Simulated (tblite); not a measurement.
C7H14P (charge +1).
Atom-mapped SMILES: `[CH3:1][C:2]#[C:3][PH2+:4][C:5]([CH3:6])([CH3:7])[CH3:8]` (hydrogens: H9, H10, H11 on C1; H12, H13 on P4; H14, H15, H16 on C6; H17, H18, H19 on C7; H20, H21, H22 on C8)
Bond orders are those of one Lewis drawing.

Computed with GFN2-xTB (tblite), gas phase: L-BFGS steps from a force-field or distance-geometry start until the largest atomic force falls under 0.01 eV/Å.

Step 43: E = -657.7383 eV
```
atom  x, y, z in Å  |  force x, y, z in eV/Å
C1      4.0431    0.5693    0.2757    0.043   0.012   0.000
C2      2.7426    0.0017    0.1243    0.063  -0.011  -0.037
C3      1.6598   -0.5168   -0.0443    0.113   0.015  -0.007
P4      0.1240   -1.2050   -0.4107    0.017   0.058  -0.003
C5     -1.2936   -0.0632   -0.0859   -0.053  -0.012   0.004
C6     -1.4045    0.0452    1.4387    0.008  -0.019  -0.037
C7     -2.5402   -0.7109   -0.6827   -0.082  -0.027  -0.009
C8     -0.9870    1.2774   -0.7493    0.020  -0.027   0.020
H9      4.5378    0.5771   -0.6980   -0.007   0.014   0.044
H10     4.6435   -0.0256    0.9659   -0.068  -0.002  -0.010
H11     3.9910    1.5930    0.6509   -0.078  -0.071  -0.015
H12    -0.0319   -2.3678    0.3073   -0.006  -0.021   0.056
H13     0.1629   -1.6150   -1.7240   -0.043   0.026  -0.067
H14    -1.7290   -0.9076    1.8605    0.010   0.079   0.037
H15    -0.4515    0.3218    1.8930   -0.030   0.038  -0.030
H16    -2.1380    0.8051    1.7056    0.037  -0.067  -0.019
H17    -2.5131   -0.7229   -1.7701    0.062   0.016  -0.046
H18    -3.4238   -0.1499   -0.3850    0.016  -0.015   0.027
H19    -2.6531   -1.7354   -0.3335   -0.080  -0.056   0.057
H20    -1.0254    1.1933   -1.8346    0.058   0.003   0.007
H21    -1.7220    2.0200   -0.4491   -0.024  -0.020   0.014
H22    -0.0020    1.6354   -0.4564    0.023   0.087   0.012
```

Step 44: E = -657.7412 eV
```
atom  x, y, z in Å  |  force x, y, z in eV/Å
C1      4.0448    0.5673    0.2742    0.025   0.011   0.011
C2      2.7460   -0.0039    0.1165    0.076   0.004  -0.032
C3      1.6574   -0.5119   -0.0465    0.111  -0.014  -0.018
P4      0.1232   -1.2048   -0.4127    0.018   0.067   0.000
C5     -1.2952   -0.0642   -0.0852   -0.032   0.000  -0.008
C6     -1.4039    0.0461    1.4396    0.015  -0.013  -0.051
C7     -2.5405   -0.7123   -0.6827   -0.079  -0.028  -0.005
C8     -0.9873    1.2765   -0.7480    0.020   0.002   0.011
H9      4.5479    0.5805   -0.6958   -0.032   0.014   0.068
H10     4.6423   -0.0266    0.9685   -0.073   0.008  -0.024
H11     3.9804    1.5894    0.6535   -0.051  -0.080  -0.028
H12    -0.0333   -2.3679    0.3052    0.003  -0.018   0.054
H13     0.1621   -1.6144   -1.7266   -0.045   0.031  -0.056
H14    -1.7280   -0.9050    1.8652    0.013   0.077   0.032
H15    -0.4495    0.3246    1.8891   -0.020   0.028  -0.018
H16    -2.1343    0.8082    1.7075    0.022  -0.066  -0.024
H17    -2.5150   -0.7245   -1.7699    0.070   0.016  -0.049
H18    -3.4246   -0.1550   -0.3843   -0.017   0.024   0.034
H19    -2.6539   -1.7353   -0.3318   -0.070  -0.095   0.057
H20    -1.0152    1.1938   -1.8339    0.055  -0.014   0.009
H21    -1.7268    2.0180   -0.4563   -0.033  -0.026   0.022
H22    -0.0067    1.6406   -0.4473    0.022   0.072   0.016
```

Q: Estimate the geometry and energy of step 45. (The exact step hangs on the optimiser's Hessian estimate; all steps are aligned on step 44, rigid shifts and turns removed.)

A: E = -657.7462 eV, largest force 0.134 eV/Å
```
atom  x, y, z in Å  |  force x, y, z in eV/Å
C1      4.0460    0.5632    0.2732   -0.010   0.003   0.023
C2      2.7513   -0.0122    0.1006    0.072   0.016  -0.026
C3      1.6554   -0.5049   -0.0570    0.068  -0.072  -0.039
P4      0.1212   -1.2023   -0.4199    0.017   0.047   0.002
C5     -1.2981   -0.0635   -0.0846    0.018   0.011  -0.039
C6     -1.4001    0.0491    1.4397    0.027   0.009  -0.049
C7     -2.5411   -0.7172   -0.6799   -0.060  -0.039   0.013
C8     -0.9874    1.2774   -0.7464    0.018   0.070  -0.011
H9      4.5647    0.5859   -0.6885   -0.048   0.015   0.080
H10     4.6337   -0.0312    0.9749   -0.048   0.010  -0.026
H11     3.9605    1.5807    0.6598   -0.001  -0.055  -0.036
H12    -0.0379   -2.3669    0.2988    0.027   0.013   0.036
H13     0.1552   -1.6135   -1.7354   -0.045   0.048  -0.015
H14    -1.7275   -0.8965    1.8723    0.017   0.046   0.028
H15    -0.4428    0.3274    1.8814    0.013   0.011   0.001
H16    -2.1215    0.8167    1.7121   -0.023  -0.041  -0.036
H17    -2.5178   -0.7279   -1.7671    0.065   0.006  -0.047
H18    -3.4286   -0.1714   -0.3771   -0.059   0.093   0.038
H19    -2.6494   -1.7389   -0.3243   -0.046  -0.122   0.030
H20    -0.9835    1.1933   -1.8339    0.044  -0.032   0.051
H21    -1.7434    2.0134   -0.4792   -0.014  -0.058   0.018
H22    -0.0190    1.6588   -0.4214   -0.030   0.021   0.005
```

The energy changes by -0.0051 eV. The first-order estimate −F·Δx gives -0.0075 eV and the mean of the old and new forces, exact on a quadratic surface, -0.0051 eV. The step makes an angle of 73° with the force vector and moves no atom by more than 0.034 Å.

What follows is the cost of the whole relaxation. The run took 1.1 s wall on Arm Neoverse V1, one thread, on a shared host.
